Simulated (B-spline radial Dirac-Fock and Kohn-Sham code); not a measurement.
K⁺: non-radiative channels of the 2p3/2 vacancy

System: K⁺, [Ne] 3s2 3p6, inside a Watson sphere of charge -1 and radius 2.7 Å (a model of the Madelung potential; inside it an electron's potential energy is raised by 5.3 eV).

Input of the calculation (task.json; shells as n, l, electrons):

```json
{"items": [{
  "Z": 19,
  "q": 1,
  "cfg": [[1, 0, 2], [2, 0, 2], [2, 1, 6], [3, 0, 2], [3, 1, 6]],
  "A": 39,
  "rrms": 3.4349,
  "watson": [-1, 2.7],
  "do": ["binding", "quiet", "decay"],
  "holes": ["K", "L1", "L2", "L3", "M1", "M2", "M3"]
}]}
```

Run with: `python xray_run.py task.json out`

Model: one-electron (LDA, Dirac) transition rates at Dirac-Fock energies. Program: a radial finite-basis atomic code. Kinetic energies are configuration averages from the vacuum level; the two-hole energies are estimated from single-hole states. In a light atom the jj labels are a bookkeeping device: LS coupling regroups the channels of one nl pair.

```csv
transition,kinetic energy (eV),width (meV),share (%)
L3-M1M1,190.9,1.89,1.0
L3-M1M2,215.5,1.28,0.7
L3-M1M3,215.8,41.2,21.7
L3-M3M3,236.9,86.6,45.6
L3-M2M3,236.9,58.6,30.8
```

The listed channels hold 100 % of the non-radiative rate. Summed by principal shells, of 0.190 eV in all: LMM 100.0 %.
